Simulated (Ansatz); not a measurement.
```xyz
2

C    -0.0061    0.0209   -0.4518
C     0.0100    0.0967    0.5398
```

Basis set: aug-cc-pVDZ (spherical functions). Correlated methods keep 2 orbitals frozen. Charge 0, multiplicity 1.

Computed with Ansatz (development build ahead of 0.2.0); each method stands on the lowest determinant of its kind that the runs found. Restricted open shells among the atoms or ions are ROHF, correlated in semicanonical orbitals with singles.

Give the atomization energy at this shape (free ground-state atoms in the same class of orbitals less the molecule, no zero-point energy) of singlet C₂ by RHF-MP2, RHF.

| method | atomization energy |
| --- | --- |
| RHF-MP2 | 0.50 eV |
| RHF | -4.11 eV |

Caution: no unrestricted run beside it, a lower state can exist; the shape is not the minimum. Caution for RHF: the molecule lies well above its atoms at this level.
